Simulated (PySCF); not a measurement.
BeF₂, SMILES [F][Be][F]. Geometry: PBE-D3(BJ)/def2-TZVP. The isomer is the one that the SMILES or the coordinates give; other isomers of the formula were not compared.

Computed with PBE-D3(BJ)/def2-TZVP run with PySCF 2.14.0.

Harmonic wavenumbers (cm⁻¹): 338, 338, 701, 1522. Rotational constants (GHz): 6.878 (linear); symmetry number 2.

**Question.** Work out the zero-point energy and the ideal-gas rigid-rotor harmonic-oscillator thermochemistry at 298.15 K and 1 atm.

**Answer.** ZPE = ½ Σ hcν = ½ × 2900 cm⁻¹ = 4.15 kcal/mol. H − E(el) = 6.76 kcal/mol. Entropy in cal/(mol K): translation 37.47, rotation 14.13, vibration 2.76, total 54.36. G − E(el) = -9.45 kcal/mol. Cp = 11.05 cal/(mol K).
